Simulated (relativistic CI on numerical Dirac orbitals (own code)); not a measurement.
# Hyperfine structure of Sc IV, mass number 45

Method of calculation: Dirac-Coulomb-Breit CI, orbitals from a KLI potential per configuration, a model potential for QED, valence Slater integrals scaled by 0.85, P86 correlation energy added to each configuration (own radial code, finite nucleus).

Configuration list (outside the closed core [Ne]): 3s2 3p6, 3s2 3p5 3d, 3s 3p6 3d, 3s2 3p5 4s, 3s2 3p5 4p, 3s2 3p5 4d, 3s2 3p5 5s, 3s2 3p5 5p, 3s2 3p5 4f, 3s2 3p5 5d, 3s2 3p5 5f, 3s2 3p5 5g, 3s 3p6 4s, 3p6 3d2, 3p5 3d3, 3p5 3d2 4s, 3p5 3d2 4p, 3p5 3d2 4d, 3p5 3d2 5s. Double excitations out of closed p, d and f shells are left out; levels of such configurations are missing from the list, as are those of other unlisted configurations, and high levels can miss mixing partners. These lack a partner that the ground configuration has and come out too high: 3s2 3p5 5p, 3s2 3p5 4f, 3s2 3p5 5d, 3s2 3p5 5f, 3s2 3p5 5g.

Nuclear spin I = 7/2, μ = 4.754 μN, Q = -0.22 b (tables of Stone and Pyykkö). The electronic factors are computed for point nuclear moments, without core polarisation; leaving it out makes A of s and p electrons in near-neutral atoms 20 to 40 % too small, and it can dominate for d and f shells.

```csv
Level,E (cm⁻¹),A (MHz),B (MHz)
3s2 3p5 3d 3P°_1,241446.9,-281.8,-24.7
3s2 3p5 3d 3P°_2,242844.3,-566.7,10.6
3s2 3p5 3d 3F°_4,250579.7,778.1,467
3s2 3p5 3d 3F°_3,252018.8,1320,406
3s2 3p5 3d 3F°_2,253348.6,2261,372
3s2 3p5 3d 3D°_3,268071.0,607.6,-379
3s2 3p5 3d 1D°_2,268568.6,1192,-495
3s2 3p5 3d 3D°_1,269544.9,-58.54,-187
```

Levels with J = 0, under 50 % of one LS term, or S terms without an open s electron are left out. Small factors come from cancelling terms and can be off by tens of per cent or more.

Correlation outside the listed configurations is missing or only estimated: errors of thousands of cm⁻¹ between configurations and terms are usual at this charge. Rates and lifetimes follow the computed energies and can be off by large factors. The fine structure of a lone outer electron comes out too small, for d and f at times inverted, and misplaced configurations move strength between like terms. 47 of the 69 excited levels that our extract of the measured tables holds in this range could be paired (the sources list more); they are missed by 6808 cm⁻¹ on average and 61018 at most, and levels without a partner can miss by more.

Problem. Give the hyperfine levels of 3s2 3p5 3d 3F°_4 relative to its centre of gravity.

Solution. With K = F(F + 1) − I(I + 1) − J(J + 1), E = AK/2 + B[¾K(K + 1) − I(I + 1)J(J + 1)]/[2I(2I − 1)J(2J − 1)]: F = 1/2: -13390, F = 3/2: -12280, F = 5/2: -10420, F = 7/2: -7793, F = 9/2: -4372, F = 11/2: -125.1, F = 13/2: 4987, F = 15/2: 11010 MHz.

LS names give the leading component of a level, which can be under half, so a name can repeat, a term be missing and a line seem to break the LS rules.
